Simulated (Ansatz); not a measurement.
C₂H₇AlBFO, SMILES `[BH2][Al]([CH2]F)[O]C`, relaxed with RKS PBE0-D4/def2-TZVP in Ansatz 0.2.0 from a PBE-D4/def2-SVP geometry. The force threshold is 0.005 eV/Å; the program also tests the step.

Total charge 0; spin multiplicity 1.

Start:

```xyz
13

B    -0.037   -0.639   -2.692
Al   -0.159   -0.088   -0.642
C    -1.567    1.082    0.187
F    -1.531    0.947    1.589
O     1.094   -0.662    0.383
C     1.468   -0.530    1.732
H    -0.506   -1.677   -3.131
H     0.486    0.072   -3.537
H    -1.410    2.159   -0.069
H    -2.599    0.844   -0.165
H     2.485   -0.081    1.811
H     1.514   -1.530    2.221
H     0.761    0.103    2.312
```

Q: How much energy does the relaxation release, and in how many steps? (An estimate is asked.)

A: Ansatz gave: 6.51 kJ/mol, in 16 steps, 2 of them rejected.

Q: Which bonds change most? (Estimate.)

A: Computed: Al2–O5 from 1.718 to 1.684 Å; B1–H7 from 1.221 to 1.199 Å; B1–H8 from 1.221 to 1.200 Å; C3–H9 from 1.118 to 1.098 Å.

Q: Give the relaxed structure. (Estimate.)

A: Ansatz gave: 
```xyz
13

B    -0.018   -0.590   -2.664
Al   -0.132   -0.052   -0.612
C    -1.576    1.081    0.163
F    -1.394    1.273    1.540
O     1.090   -0.636    0.388
C     1.464   -0.577    1.735
H    -0.532   -1.581   -3.105
H     0.557    0.076   -3.479
H    -1.622    2.074   -0.304
H    -2.572    0.640    0.023
H     2.461   -0.135    1.826
H     1.507   -1.588    2.155
H     0.766    0.016    2.334
```
